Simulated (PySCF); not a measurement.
# Working with the constants of AsF⁺

UHF-CCSD(T) constants of AsF⁺, ²Π (doublet), unpaired electrons π ↑ (PySCF, no relativity, basis sets As def2-TZVPPD, F def2-TZVPPD; masses 74.9216 and 18.9984 u):

- ωe: 832.0 cm⁻¹
- ωexe: 3.34 cm⁻¹
- Be: 0.40215 cm⁻¹
- αe: 0.00245 cm⁻¹
- De to As⁺ + F: 4.55 eV

Q: What force constant and bond length do these constants imply?

A: Reduced mass μred = 15.155 u; k = 5.8918×10⁻⁷·μred·ωe² (u, cm⁻¹, mdyn/Å) = 6.18 mdyn/Å; Re = √(16.8576/(μred·Be)) (u, cm⁻¹, Å) = 1.663 Å.

Q: Estimate the centrifugal constant D from the Kratzer relation and find the Dunham coefficient a1.

A: D = 4Be³/ωe² = 3.76e-07 cm⁻¹; a1 = −1 − αeωe/(6Be²) = -3.10.

Correlated steps freeze 10 core orbitals. Spin–orbit coupling is left out. For an ion De counts to the pair picked by the measured ionisation energies or electron affinities, which need not be the lowest pair at this level. The state is the lowest determinant that a PBE0 search found; another state may lie lower at other levels.
